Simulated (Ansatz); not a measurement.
One change: `[SiH3][SiH2][GaH2]` becomes `[AlH2][SiH2][SiH3]`.

Ansatz, PBE0-D4/def2-TZVP geometries, multiplicity 1. 

Scalar relativity is left out up to krypton.

```json
{"property": "HOMO–LUMO gap (PBE0/def2-TZVPP) / eV", "`[SiH3][SiH2][GaH2]`": "5.26"}
{"property": "LUMO energy (PBE0/def2-TZVPP) / eV", "`[SiH3][SiH2][GaH2]`": "-2.22"}
{"property": "size of the dipole moment (PBE/def2-TZVPP) / D", "`[SiH3][SiH2][GaH2]`": "0.19"}
{"property": "LUMO energy (ωB97M-V/def2-TZVPP) / eV", "`[SiH3][SiH2][GaH2]`": "-0.53"}
{"property": "HOMO energy (B3LYP/def2-TZVPP) / eV", "`[SiH3][SiH2][GaH2]`": "-7.28"}
{"property": "size of the dipole moment (ωB97M-V/def2-TZVPP) / D", "`[SiH3][SiH2][GaH2]`": "0.27"}
```

Task: What does the change do to each property? (An estimate is asked.)

Result: The calculation gave: 
```tsv
property	`[AlH2][SiH2][SiH3]`	shift
HOMO–LUMO gap (PBE0/def2-TZVPP) / eV	5.27	0.01
LUMO energy (PBE0/def2-TZVPP) / eV	-2.19	0.03
size of the dipole moment (PBE/def2-TZVPP) / D	0.27	0.08
LUMO energy (ωB97M-V/def2-TZVPP) / eV	-0.58	-0.05
HOMO energy (B3LYP/def2-TZVPP) / eV	-7.27	0.01
size of the dipole moment (ωB97M-V/def2-TZVPP) / D	0.39	0.12
```

Dipoles are sizes alone; their direction can turn.

B3LYP here is the variant with VWN-RPA as its local correlation; programs differ in this.
